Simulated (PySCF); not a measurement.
How methods differ on the ionisation energy of Lu⁴¹⁺

Lu⁴¹⁺ [Ar] 3d10 4s2 → Lu⁴²⁺ [Ar] 3d10 4s1 [4s1/2^1, M_J = 1/2], as a difference of total energies. Computed with PySCF 2.14 in an uncontracted even-tempered set (16 s from 5 bohr⁻², ratio 2.8; 13 p from 6.5 bohr⁻², ratio 2.8; 8 d from 12 bohr⁻², ratio 2.8; 4 f from 27 bohr⁻², ratio 3), with the two-component X2C-1e Hamiltonian. Correlated levels: [Ne] frozen; the 72 highest virtual spinors dropped. "Screened" scales the spin-orbit matrix elements by Boettger's factors to mimic the two-electron term; Breit and QED terms are absent.

```csv
method,ionisation energy (eV)
GHF (spin-free),2053.6
GMP2 (spin-free),2056.3
GHF (screened spin-orbit),2053.3
GMP2 (screened spin-orbit),2056.1
```

How much does correlation contribute at GMP2 (screened spin-orbit)?

2056.1 − (2053.3) = 2.8 eV, measured against GHF (screened spin-orbit).

Breit and QED terms and the two-electron picture change are absent.

For comparison: 2067 ± 4 eV (theoretical estimate listed by NIST; NIST Atomic Spectra Database, ionization energies).
